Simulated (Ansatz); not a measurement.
A structure relaxed at PBE0-D4/def2-SVP in Ansatz, charge 0, singlet:

```
atom   x (Å)   y (Å)   z (Å)
 Ga1  -0.706  -1.182  -0.023
 Cl2  -2.537  -1.446   1.109
 Cl3   2.287   2.235  -0.604
 Cl4   0.956   0.393  -0.482
```

Q: Give its formula and point group.

A: the cluster GaCl₃. Point group Cs (tolerance 0.1 Å).

Q: Summarise the bond lengths by kind (pairs closer than 1.2 times the sum of covalent radii, bridged metal pairs left out).

A: 2 × Cl–Ga 2.17 to 2.34 Å; 1 × Cl–Cl 2.28 Å.

The restricted singlet is unstable towards broken spin symmetry in Hartree–Fock (as tested in another run); at PBE0-D4/def2-SVP this wasn't settled. In the singlet, Cl3 and Cl4 lie 2.28 Å apart (atoms count from 1), so these atoms are partly bonded to each other. Another isomer (singlet) lies 3.71 eV lower at PBE0-D4/def2-TZVP; other spin states weren't run for this one.
